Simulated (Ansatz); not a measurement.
`[NH2][Zn][O][SiH3]` and `[NH2][Cd][O][SiH3]` differ in one element.

Ansatz, PBE0-D4/def2-TZVP geometries, multiplicity 1. Each molecule was computed in one conformer, which needn't be the lowest.

Elements past krypton have def2 core potentials. Scalar relativity is left out up to krypton.

```tsv
property	`[NH2][Zn][O][SiH3]`
HOMO–LUMO gap (B3LYP/def2-TZVPP) / eV	5.88
HOMO–LUMO gap (PBE0/def2-TZVPP) / eV	6.42
HOMO–LUMO gap (ωB97M-V/def2-TZVPP) / eV	10.32
HOMO energy (PBE0/def2-TZVPP) / eV	-7.34
HOMO energy (B3LYP/def2-TZVPP) / eV	-7.12
HOMO energy (ωB97M-V/def2-TZVPP) / eV	-9.73
```

Q: What does the change do to each property? (Best estimate.)

A: Computed: 
```csv
property,`[NH2][Cd][O][SiH3]`,shift
HOMO–LUMO gap (B3LYP/def2-TZVPP) / eV,5.59,-0.29
HOMO–LUMO gap (PBE0/def2-TZVPP) / eV,6.13,-0.29
HOMO–LUMO gap (ωB97M-V/def2-TZVPP) / eV,10.11,-0.21
HOMO energy (PBE0/def2-TZVPP) / eV,-7.41,-0.07
HOMO energy (B3LYP/def2-TZVPP) / eV,-7.20,-0.08
HOMO energy (ωB97M-V/def2-TZVPP) / eV,-9.75,-0.02
```

With PBE0 the HOMO falls by 0.07 eV and the LUMO falls by 0.36 eV, so the gap narrows by about 0.29 eV. PBE moves the HOMO by -0.11 eV and ωB97M-V by -0.02 eV.

B3LYP here is the variant with VWN-RPA as its local correlation; programs differ in this.
